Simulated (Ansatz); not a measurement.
Gas-phase electronic energies from Ansatz, PBE0-D4/def2-TZVP geometries. CCSD(T)/CBS adds triple-zeta CCSD(T) − MP2 to the extrapolated MP2 energy (def2 sets, frozen cores). This one scheme is used for every species. DFT in def2-TZVPP. B3LYP here is the variant with VWN-RPA as its local correlation; programs differ in this. One conformer a species, not always the lowest.

Consider the cleavage of the Si–B bond: `FB(F)[SiH3]` + `CC[SiH2]O` → `CC[SiH2]O[SiH3]` + `FBF`.

`FB(F)[SiH3]`:

Z-matrix (Å, degrees):
```
Si
B 1 2.035
H 1 1.484 2 111.0
H 1 1.488 2 108.5 3 -120.0
H 1 1.486 2 109.7 3 121.5
F 2 1.320 1 121.2 3 -168.2
F 2 1.319 1 122.6 3 12.6
```

`CC[SiH2]O`:

Cartesian coordinates in Å:
```
C -0.738 -0.406 -1.249
C 0.625 -0.047 -0.664
Si 0.543 0.585 1.092
O -0.114 -0.523 2.128
H -1.416 0.453 -1.242
H -1.216 -1.207 -0.679
H -0.659 -0.750 -2.283
H 1.293 -0.915 -0.689
H 1.111 0.727 -1.271
H -0.268 1.839 1.112
H 1.905 0.860 1.614
H -1.067 -0.615 2.132
```

`CC[SiH2]O[SiH3]`:

```xyz
15

C     1.639    0.004    1.172
C     1.071    1.026    0.190
Si   -0.793    1.113    0.182
O    -1.447   -0.350   -0.172
Si   -1.515   -1.577   -1.244
H     2.732   -0.005    1.156
H     1.327    0.220    2.197
H     1.299   -1.007    0.935
H     1.412    0.810   -0.829
H     1.443    2.031    0.421
H    -1.300    1.499    1.526
H    -1.255    2.112   -0.821
H    -2.413   -2.626   -0.703
H    -0.160   -2.152   -1.458
H    -2.041   -1.098   -2.550
```

`FBF`:

```xyz
4

F     1.239   -0.184   -0.321
B    -0.015   -0.020    0.031
F    -0.753    0.806   -0.675
H    -0.471   -0.603    0.965
```

```tsv
level	ΔE (kJ/mol)
ωB97M-V	-129.7
B2PLYP	-132.7
r2SCAN	-122.6
B3LYP	-126.0
CCSD(T)/def2-TZVPP	-130.7
HF/def2-QZVPP	-156.8
MP2/def2-QZVPP	-141.5
SCS-MP2/def2-QZVPP	-143.7
```

Q: What does CCSD(T)/CBS give? (Estimate.)

A: Computed: -131.8 kJ/mol. The listed levels differ from it by 2.1, -0.9, 9.2, 5.8, 1.1, -25.0, -9.7, -11.9 kJ/mol.

Largest T1 diagnostic among the species: 0.014.

From PBE to PBE0 (25 % exact exchange), in def2-TZVPP and without D4, ΔE moves by −10.6 kJ/mol. The D4 term adds −6.3 kJ/mol with B3LYP and −3.9 kJ/mol with PBE0; it sums over pairs of atoms, weighted by their polarisabilities, and B3LYP, whose exchange is more repulsive, gets the larger term. In def2-TZVPP, CCSD(T) changes the Hartree–Fock value by +23.4 kJ/mol (the triples alone add +3.1 kJ/mol) and MP2 by +14.1 kJ/mol.
